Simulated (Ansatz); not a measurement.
`COC(F)(F)CF`, charge 0, multiplicity 1.

**Question.** Give a relaxed structure at PBE0-D4/def2-TZVP (Ansatz 0.2.0). (Best estimate.)

**Answer.** Ansatz gave: 
```xyz
12

C     0.168    1.893    0.054
O     0.578    0.539    0.232
C    -0.318   -0.400   -0.126
F    -1.481   -0.268    0.563
F    -0.666   -0.283   -1.434
C     0.299   -1.759    0.136
F    -0.579   -2.746   -0.210
H    -0.713    2.113    0.658
H     1.005    2.501    0.389
H    -0.040    2.099   -0.998
H     0.538   -1.837    1.199
H     1.208   -1.852   -0.463
```
Point group Cs.
This is one stationary point; other conformers may exist.
